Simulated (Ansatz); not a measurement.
**One elementary step**

Start structure (AlNH₄SF₂, singlet), relaxed at PBE0-D4/def2-TZVP:

| atom | x (Å) | y (Å) | z (Å) |
| --- | --- | --- | --- |
| Al1 | -0.1743 | -0.2907 | -0.8608 |
| N2 | 0.0560 | 1.4189 | -0.4612 |
| F3 | 1.0849 | -1.0839 | -1.5927 |
| F4 | -1.7257 | -0.8201 | -1.1118 |
| H5 | 1.1902 | -0.9138 | 1.6937 |
| S6 | 0.0764 | -1.5552 | 1.3004 |
| H7 | 0.9147 | 1.9158 | -0.6316 |
| H8 | -0.7036 | 2.0703 | -0.3523 |
| H9 | -0.7184 | -0.7412 | 2.0162 |

The step: AlNH₂F₂ ([NH2][Al]([F])[F]) + H₂S → AlHSF₂ ([F][Al]([F])[SH]) + NH₃ (still joined by a long Al–N bond); bonds formed: N2–H5; dative contacts that become bonds: Al1–S6; bonds broken: H5–S6; bonds weakened to dative contacts: Al1–N2. Program: Ansatz 0.2.0. Basis: def2-TZVPP and def2-QZVPP. Cores are frozen in the correlated methods. Extrapolation: Hartree–Fock as exp(−7.88 √X), correlation as X^−2.97. Energies below are by CCSD(T) at an estimated basis limit (MP2 extrapolated from triple and quadruple zeta, plus CCSD(T) − MP2 in triple zeta).

Problem. What are the electronic barrier and the energy of the step, from the start structure to the end structure? (To be estimated.)

Solution. The calculation gives: Barrier 29.3 kJ/mol; step energy -114.8 kJ/mol (downhill); reverse barrier, their difference, 144.2 kJ/mol. Barrier and step energy count from the start structure, the reverse barrier from the end structure.

The saddle point: One imaginary mode of 465i cm⁻¹.
```tsv
pair	start (Å)	saddle (Å)	end (Å)
Al1–S6	2.52	2.44	2.20
N2–H5	3.37	1.67	1.02
Al1–N2	1.77	1.84	2.01
H5–S6	1.34	1.47	3.22
```

Zero-point energy (harmonic, PBE0-D4): ZPE is 128.3 kJ/mol at the start and 125.3 kJ/mol at the saddle, so the barrier goes from 29.3 to 26.3 kJ/mol.

No T1 diagnostic of these runs exceeds 0.012.

Exchanges of this kind with a chalcogen hydride build sulfide and selenide films.

Labels in which every atom is bracketed show which atoms are joined, not bond orders.

For scale, one of the runs: CCSD(T)/def2-TZVPP, 233 basis functions, launched by `ansatz run in.yaml --threads 3 --pin off --events-out ev --progress --plain --max-ram 6092MiB`. The run took 65 s on 3 CPU threads of an Intel Xeon (shared host), with 4.4 GiB of host memory at its peak.
